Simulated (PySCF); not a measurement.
A series of substituents X on one scaffold: silaethenyl-X. Gas-phase values, no solvent. One relaxed conformer stands for each flexible species; it need not be the lowest. Strings in code marks are SMILES.

Calculation: ωB97X-D3(BJ)/def2-TZVP // PBE0-D3(BJ)/def2-TZVP run with PySCF. Delta-SCF ions had no search for a lower state. Excitations are Tamm–Dancoff values on a coarser integration grid. The basis has no diffuse functions, so Rydberg states are missing or too high.

```
species                     brightest of the four lowest singlets (TDA) (eV)  vertical ionisation energy (Delta-SCF) (eV)
--------------------------  ------------------------------------------------  -------------------------------------------
X = chloro (`C=[SiH]Cl`)                                                   ?                                         8.76
X = ethynyl (`C#C[SiH]=C`)                                              5.14                                         8.45
X = isocyano                                                               ?                                         9.09
X = cyanomethyl                                                         5.73                                         8.96
```

Problem. What belongs in the gaps?

Solution. 
- X = chloro (`C=[SiH]Cl`), brightest of the four lowest singlets (TDA) (eV): 5.67
- X = isocyano, brightest of the four lowest singlets (TDA) (eV): 5.49
